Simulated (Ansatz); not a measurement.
Geometry optimisation, RKS BLYP/def2-SVP in Ansatz 0.2.0.

input.yaml

```yaml
crystal:
  periodic: [false, false, false]
  atoms:
    - { symbol: Zn, position_ang: [-0.850549, -0.584763, -1.10949] }
    - { symbol: O, position_ang: [1.230393, 0.484805, 1.027438] }
    - { symbol: Cl, position_ang: [-0.703014, -2.547142, -1.880234] }
    - { symbol: H, position_ang: [0.692551, 1.183508, 0.604992] }
    - { symbol: F, position_ang: [-1.156899, 1.076692, -0.537319] }
    - { symbol: H, position_ang: [0.787518, 0.386801, 1.894513] }
basis:
  gaussian: { orbitals: def2-SVP }
hamiltonian:
  xc: blyp
relax:
  f_tol: 0.03
  max_steps: 50
```

Command:

```bash
$ ansatz run input.yaml --threads 2 --pin off --max-ram 3072MiB --backend cpu --events-out ev --progress --plain --runs-dir out
```

Task: Where does it end, and by what steps?

Result: It converged. After 9 steps the energy has fallen by 0.443 eV; Zn1 moved furthest, 0.50 Å. Joined: Zn1–O2 (3.17 → 2.18 Å).

```
step  energy less start (eV)  largest force component (eV/Å)  accepted
   0                  0.0000                           0.321       yes
   1                 -0.1167                           0.674       yes
   2                 -0.2887                           0.872       yes
   3                 -0.4087                           0.565       yes
   4                 -0.4196                           0.861       yes
   5                 -0.4118                           0.318        no
   6                 -0.4403                           0.070       yes
   7                 -0.4418                           0.053       yes
   8                 -0.4425                           0.036       yes
   9                 -0.4427                           0.024       yes
```

```xyz
6
Properties=species:S:1:pos:R:3
Zn -0.503 -0.414 -0.793
O 0.921 0.331 0.681
Cl -0.550 -2.415 -1.527
H 0.346 1.145 0.589
F -1.046 1.316 -0.562
H 0.832 0.036 1.611
```

Time of the run: 16 s on 2 threads of AMD EPYC 7R13 Processor (Zen 3), on a shared host, peak memory 0.17 GiB.
